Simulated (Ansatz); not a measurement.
Pulling on the C5–H7 bond in C2H5B (SMILES BC=C) (multiplicity 1 held, fragments rigid). Energies count from the point at 1.086 Å.
Geometry at that point (charge 0, multiplicity 1):
| atom | x (Å) | y (Å) | z (Å) |
|---|---|---|---|
| B | -0.1923 | 0.1348 | 1.3423 |
| H | -0.5044 | 1.2852 | 1.4115 |
| H | -0.1370 | -0.5154 | 2.3402 |
| C | 0.1272 | -0.4665 | -0.0333 |
| C | 0.0609 | 0.2767 | -1.1477 |
| H | 0.4154 | -1.5096 | -0.1414 |
| H | 0.2806 | -0.1186 | -2.1346 |
| H | -0.2211 | 1.3232 | -1.1013 |

Active spaces are followed from a long bond inwards. Levels need not reach the same state.

Cores are frozen in the correlated methods.

Run with Ansatz (an electronic-structure program). Values without a source in brackets are computed.

Task: What energy at R = 3.474 Å does FIC-MRCISD+Q on CASSCF(2,2)/cc-pVDZ give?

Result: 4.87 eV

Task: Give the energy at R = 3.474 Å at the level CASSCF(2,2)/cc-pVDZ.

Result: 4.53 eV
